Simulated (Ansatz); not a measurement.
Computed with Ansatz on PBE0-D4/def2-TZVP structures; ΔE is electronic, products minus reactants. CCSD(T)/CBS is the MP2 limit (def2-TZVPP, def2-QZVPP) plus CCSD(T) − MP2 in def2-TZVPP, frozen cores. This one scheme is used for every species. DFT in def2-TZVPP. HSE06 is defined as in plane-wave codes. For Ga outer-core shells are correlated without core-valence functions, which leaves a few kJ/mol of doubt a bond. Scalar relativity is left out up to krypton.

`[BH2][GaH][SiH3]` + H₂ → `[SiH3][GaH2]` + BH₃  (hydrogenolysis of a Ga–B bond)

| level | ΔE (kcal/mol) | difference from CCSD(T)/CBS |
| --- | --- | --- |
| BLYP-D4 | -3.5 | 0.9 |
| PBE0-D4 | -4.0 | 0.4 |
| HSE06-D4 | -3.9 | 0.5 |
| r2SCAN | -3.4 | 1.0 |
| r2SCANh | -4.1 | 0.3 |
| HSE06 | -4.6 | -0.2 |
| CAM-B3LYP | -7.6 | -3.2 |
| HF/def2-SVP | -14.2 | -9.8 |
| MP2/def2-TZVPP | -5.4 | -1.0 |
| MP2/CBS(def2) | -4.3 | 0.1 |
| CCSD(T)/CBS | -4.4 | 0 |

Largest T1 diagnostic among the species: 0.014.

Leaving LDA and LC-ωPBE aside and taking each functional with its dispersion term where it has one, the values, not all of them listed here, spread over 6.0 kcal/mol, from BHLYP-D4 to PBE-D4. LDA lies +1.3 kcal/mol from PBE without D4. From BLYP to BHLYP (50 % exact exchange), in def2-TZVPP and without D4, ΔE moves by −3.9 kcal/mol.
